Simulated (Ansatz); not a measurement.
Gas-phase electronic energies from Ansatz, PBE0-D4/def2-TZVP geometries. CBS: MP2 limit from def2 TZ/QZ plus the TZ coupled-cluster correction, frozen cores. This one scheme is used for every species. Functionals use def2-TZVPP. B3LYP here is the variant with VWN-RPA as its local correlation; programs differ in this. HSE06 is defined as in plane-wave codes. Each species was taken in one conformer, which may not be the lowest.

Reaction (formal exchange of groups at a C–C bond): `CC#CCCC` + `CC` → `CCC#CCCC` + CH₄

```json
{"level": "B3LYP-D4", "ΔE (kJ/mol)": "-7.1", "difference from CCSD(T)/CBS": "1.3"}
{"level": "r2SCANh-D4", "ΔE (kJ/mol)": "-7.2", "difference from CCSD(T)/CBS": "1.2"}
{"level": "HSE06-D4", "ΔE (kJ/mol)": "-6.3", "difference from CCSD(T)/CBS": "2.1"}
{"level": "CAM-B3LYP-D4", "ΔE (kJ/mol)": "-6.7", "difference from CCSD(T)/CBS": "1.7"}
{"level": "PBE", "ΔE (kJ/mol)": "-4.2", "difference from CCSD(T)/CBS": "4.2"}
{"level": "BLYP", "ΔE (kJ/mol)": "-3.2", "difference from CCSD(T)/CBS": "5.2"}
{"level": "B3LYP", "ΔE (kJ/mol)": "-3.4", "difference from CCSD(T)/CBS": "5.0"}
{"level": "r2SCANh", "ΔE (kJ/mol)": "-6.1", "difference from CCSD(T)/CBS": "2.3"}
{"level": "HF/def2-QZVPP", "ΔE (kJ/mol)": "-3.0", "difference from CCSD(T)/CBS": "5.4"}
{"level": "CCSD/CBS(def2)", "ΔE (kJ/mol)": "-7.1", "difference from CCSD(T)/CBS": "1.3"}
{"level": "CCSD(T)/CBS", "ΔE (kJ/mol)": "-8.4", "difference from CCSD(T)/CBS": "0"}
```

Largest T1 diagnostic among the species: 0.010.

The D4 term adds −3.6 kJ/mol with B3LYP and −2.3 kJ/mol with PBE0; it sums over pairs of atoms, weighted by their polarisabilities, and B3LYP, whose exchange is more repulsive, gets the larger term. In def2-TZVPP, CCSD(T) changes the Hartree–Fock value by −5.4 kJ/mol (the triples alone add −1.3 kJ/mol) and MP2 by −7.1 kJ/mol. Leaving LDA and LC-ωPBE aside and taking each functional with its dispersion term where it has one, the values, not all of them listed here, spread over 1.7 kJ/mol, from revPBE-D4 to B2PLYP.
